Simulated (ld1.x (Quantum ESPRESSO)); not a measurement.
# tin, TM: configuration errors across variants

Sn (Z = 50), norm-conserving Troullier–Martins (Kleinman–Bylander form), made with ld1.x (Quantum ESPRESSO) 7.5 (LDA (PZ), scalar-relativistic). Core [Kr] 4d10, reference 5s2 5p2. Waves: 5p (bound): rc 2.60 bohr; 5s (bound): rc 1.70 bohr. Local part: the s channel. Core correction: Bessel-smoothed model core, default radius (core density twice the valence density).

All-electron excitation energies from the reference (eV): (1) 5s2 5p1 7.098; (2) 5s2 5p0 21.362; (3) 5s1 5p0 52.813; (4) 5s2 5p1.5 2.716; (5) 5s0 5p4 14.400; (6) 5s1 5p2 14.833; (7) 5s2 5p2.3 -0.899; (8) 5s2 5p2 spin -0.475; (9) 5s2 5p1 spin 6.945.

Spin tests fill each open shell by Hund’s rule, majority spin first.

The default core radius of the base comes out at 1.76 bohr.

5 further variants failed, have other tests or another functional or relativity, and are left out.

A true bound ghost makes a file unfit for plane-wave use even where its test errors are small: the radial tests pick states by their node count and pass the ghost by.

Errors AE − PS in meV (a dash: test not solved or not reliable):

```tsv
change	(1)	(2)	(3)	(4)	(5)	(6)	(7)	(8)	(9)	bound ghosts
base	-8.4	-62	-333	-1.7	-58	-37	+0.1	-2.5	-9.9	none
all radii but the core radius scaled by about 0.93 (s 1.58, p 2.42 bohr)	-8.2	-58	-319	-1.7	-75	-40	+0.1	-1.7	-9.2	none
core correction Bessel-smoothed model core inside 1.52 bohr	-8.3	-62	-334	-1.7	-58	-37	+0.1	-2.7	-9.9	none
wave 5s (bound): rc 1.70 bohr becomes 5s (bound): rc 1.44 bohr	-8.1	-53	-278	-1.7	-113	-41	+0.1	-1.9	-9.0	none
```

Q: Give the same row for: wave 5p (bound): rc 2.60 bohr becomes 5p (bound): rc 1.68 bohr.

A: -9.0, -68, -355, -1.7, -43, -35, +0.1, -4.1, -11; bound ghosts: p.
